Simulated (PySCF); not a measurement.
## Does the structure fit the spectrum?

A compound C₃H₁₀OSi₄ gives the data below (simulated from a calculation) and was assigned the structure `CC#C[Si@H]1[SiH2][Si@@H](O)[SiH2]1`.

¹³C{¹H} NMR (computed): δ 109.5 (CH), 88.3 (C), -0.7 (CH3).

¹H NMR (400 MHz, computed): δ 6.66 (m, 1H), 4.22 (m, 1H), 4.05 (m, 1H), 4.03 (m, 1H), 4.02 (m, 1H), 2.30 (s, 1H), 0.60 (s, 3H), 0.30 (br s, 1H).

Calculated, not measured (PySCF 2.14): geometry from GFN2-xTB, NMR shieldings at PBE0/pcSseg-1/GIAO. One computed conformer, fast rotation and ring inversion assumed for equivalent nuclei, non-relativistic, isolated molecule.

Referencing at the same level of theory: ¹H (σ = 31.72 ppm) and ¹³C (σ = 186.93 ppm) against TMS.

Q: Compare with the shifts computed for the proposed structure, pairing carbons in order of shift.

A: Atom-mapped SMILES (the numbers label the heavy atoms): `[CH3:1][C:2]#[C:3][Si@H:4]1[SiH2:5][Si@@H:6]([OH:7])[SiH2:8]1`. Hydrogens are named by the atom that carries them.

| atom | computed for proposal | given list | difference |
| --- | --- | --- | --- |
| C2 | 118.4 | 109.5 | +8.9 |
| C3 | 79.4 | 88.3 | -8.9 |
| C1 | 6.7 | -0.7 | +7.4 |

The rms difference is 8.4 ppm and the largest +8.9 ppm at C2 (alkyne carbon). The carbon types in order of shift don't match either: C, C, CH3 for the proposal against CH, C, CH3 in the data. The proposal doesn't fit.

Q: Which isomer fits?

A: `InChI=1S/C3H10OSi4/c1-3-8(2)6-5-7(8)4/h1,4,7H,5-6H2,2H3/t7-,8-/m0/s1`.

Carbon types of the structure: 1 × C, 1 × CH, 1 × CH3, leaving 6 H on heteroatoms. δC 109.5: terminal alkyne carbon. δC 88.3: alkyne carbon; the triple bond shields along its axis, which puts it between sp3 and sp2 carbons. δC -0.7: methyl carbon bonded to Si; an electropositive neighbour leaves it electron-rich and shielded. δH 2.30: hydrogen on a terminal alkyne carbon; it lies on the axis of the triple bond, in its shielding cone.

This is the structure that produced the data.

OH and NH positions are those of a molecule without intermolecular hydrogen bonds; in solution they move with solvent, concentration and temperature, and exchange usually removes their couplings. Shifts are as computed. Against solution values, carbons near 30 ppm lie about +3 ppm off and those near 130 ppm about +5 ppm. Of 1211 compounds with measured shifts, 218 miss one by over three times the rms of a fit or turn the order of signals round; such compounds aren't used in these exercises. No couplings were computed; multiplicities are counted from neighbouring protons, with m where these are inequivalent, close in shift, in a saturated or five-membered ring or joined by F or P, and br s for small geminal =CH2 splittings.
